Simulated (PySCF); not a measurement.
## `N#Cc1ccc2n[se]nc2c1`, C$_{7}$H$_{3}$N$_{3}$Se

Molfile (atoms numbered from 1):
```
C7H3N3Se
     RDKit          3D

 14 15  0  0  0  0  0  0  0  0999 V2000
    3.7782   -0.6371    0.6937 N   0  0  0  0  0  0  0  0  0  0  0  0
    2.6695   -0.4304    0.4904 C   0  0  0  0  0  0  0  0  0  0  0  0
    1.3030   -0.1647    0.2366 C   0  0  0  0  0  0  0  0  0  0  0  0
    0.9003    1.1884    0.0522 C   0  0  0  0  0  0  0  0  0  0  0  0
   -0.3987    1.5097   -0.1978 C   0  0  0  0  0  0  0  0  0  0  0  0
   -1.3540    0.4729   -0.2727 C   0  0  0  0  0  0  0  0  0  0  0  0
   -2.6512    0.6292   -0.5093 N   0  0  0  0  0  0  0  0  0  0  0  0
   -3.4219   -0.9397   -0.5086 Se  0  0  0  0  0  2  0  0  0  0  0  0
   -1.9316   -1.7855   -0.1800 N   0  0  0  0  0  0  0  0  0  0  0  0
   -0.9441   -0.8996   -0.0852 C   0  0  0  0  0  0  0  0  0  0  0  0
    0.4043   -1.2037    0.1721 C   0  0  0  0  0  0  0  0  0  0  0  0
    1.6538    1.9593    0.1150 H   0  0  0  0  0  0  0  0  0  0  0  0
   -0.7163    2.5301   -0.3403 H   0  0  0  0  0  0  0  0  0  0  0  0
    0.7079   -2.2294    0.3116 H   0  0  0  0  0  0  0  0  0  0  0  0
  1  2  3  0
  2  3  1  0
  3  4  1  0
  4  5  2  0
  5  6  1  0
  6  7  2  0
  7  8  1  0
  8  9  1  0
  9 10  2  0
 10 11  1  0
 11  3  2  0
 10  6  1  0
  4 12  1  0
  5 13  1  0
 11 14  1  0
M  END
```

Method used: PySCF 2.14.0, quadratic response wB97X-D/def2-SVPD first hyperpolarisability, Taylor convention, gas phase. Geometry: GFN2-xTB.

The calculation is non-relativistic, which matters for the atoms heavier than Zn.

Question: Give β for the processes computed.

Answer: In 10⁻³⁰ esu, Taylor convention; the vector part is βᵢ = ⅓ Σⱼ (βᵢⱼⱼ + βⱼᵢⱼ + βⱼⱼᵢ); β∥ is 3/5 of the vector part along the dipole, the dipole points from − to +:
```
                   process  λ (nm)  β vector norm     β∥  β HRS  depolarisation ratio
           static β(0;0,0)       ∞           2.91  -1.27   1.24                  4.58
second harmonic β(−2ω;ω,ω)    1064           4.19  -1.73   1.76                  5.17
         Pockels β(−ω;ω,0)    1064           3.24  -1.39      –                     –
```

Question: Which lowest excitations, dipole and polarisabilities go with it?

Answer: S1 3.88 eV (f = 0.045); S2 4.06 eV (f = 0.000); S3 4.23 eV (f = 0.330); dipole 4.06 D; isotropic α 128.6 au static, 131.4 au at 1064 nm, 142.1 au at 532 nm.
